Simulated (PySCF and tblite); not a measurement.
Values are calculated unless marked as measured or tabulated.
Molecule: C2H8GeN2, numbered as in [CH2:1]=[CH:2][GeH:3]([NH2:4])[NH2:5]; H are named by their carrier, a and b as at the first point (Å):

```
C1       2.131    0.049   -0.010
C2       1.150   -0.134    0.855
Ge3     -0.766    0.172    0.469
N4      -1.041    1.538   -0.725
N5      -1.663   -1.271   -0.213
H1a      1.946    0.415   -1.010
H1b      3.167   -0.145    0.228
H2       1.385   -0.500    1.846
H3      -1.503    0.501    1.742
H4a     -1.526    1.177   -1.539
H4b     -0.164    1.904   -1.078
H5a     -1.267   -1.679   -1.050
H5b     -1.837   -2.022    0.440
```

The mean out-of-plane torsion at N4 (0° is planar) is held and the rest relaxed at GFN2-xTB. Energies: PBE/pcSseg-1 + D3(BJ). Couplings: B3LYP/pcseg-1 with H pcJ-1 N pcJ-1, gas phase, for ¹H, ¹⁵N. Programs: tblite and PySCF.

Spin–orbit effects of heavy atoms are missing.

(1) How do the most sensitive couplings change along the out-of-plane angle?

Answers

(1) 
```json
{"out-of-plane angle °": "-37", "¹J(N4,H4a)": "-64.1", "¹J(N4,H4b)": "-63.5", "²J(N4,H3)": "-14.1", "²J(H4a,H4b)": "-10.4", "²J(N4,N5)": "0.3"}
{"out-of-plane angle °": "-20", "¹J(N4,H4a)": "-81.3", "¹J(N4,H4b)": "-80.2", "²J(N4,H3)": "-12.8", "²J(H4a,H4b)": "-5.1", "²J(N4,N5)": "1.9"}
{"out-of-plane angle °": "0", "¹J(N4,H4a)": "-89.3", "¹J(N4,H4b)": "-88.3", "²J(N4,H3)": "-6.7", "²J(H4a,H4b)": "-2.7", "²J(N4,N5)": "3.9"}
{"out-of-plane angle °": "21", "¹J(N4,H4a)": "-80.7", "¹J(N4,H4b)": "-80.3", "²J(N4,H3)": "-0.8", "²J(H4a,H4b)": "-5.3", "²J(N4,N5)": "4.4"}
{"out-of-plane angle °": "37", "¹J(N4,H4a)": "-64.1", "¹J(N4,H4b)": "-64.3", "²J(N4,H3)": "2.3", "²J(H4a,H4b)": "-10.5", "²J(N4,N5)": "3.7"}
```
Values in Hz.
